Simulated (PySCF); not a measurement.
Radial density of La⁻ (lanthanum, charge -1)

BP86, [Xe] 5d2 6s2, high-spin 3F determinant. Calculation: PySCF 2.14, in def2-TZVPPD with the def2 core potential (46 electrons) (6s5p3d2f1g, 59 functions); scalar relativity through the core potential. This is the valence pseudo-density: the core potential removes the inner electrons and smooths the orbitals near the nucleus.

| r (bohr) | 4πr²ρ (e/bohr) | 4πr²(ρα − ρβ) |
| --- | --- | --- |
| 0.110 | 3.082e-05 | 0.0000 |
| 0.185 | 0.0001445 | 0.0000 |
| 0.311 | 0.001194 | 0.0000 |
| 0.523 | 0.03020 | 0.0004 |
| 0.880 | 1.234 | 0.0164 |
| 1.48 | 6.724 | 0.2908 |
| 2.49 | 2.674 | 0.6568 |
| 4.19 | 0.8258 | 0.3572 |
| 7.04 | 0.2668 | 0.0398 |
| 11.8 | 0.007452 | -0.0014 |

Energies and moments cover only the electrons outside the core potential. Spin-orbit coupling, absent here, splits the open shell strongly. At BP86 the highest occupied level has a positive energy, so only the finite basis holds that electron; in a semilocal or global hybrid functional this comes from self-interaction and does not mean that the real anion is unbound.
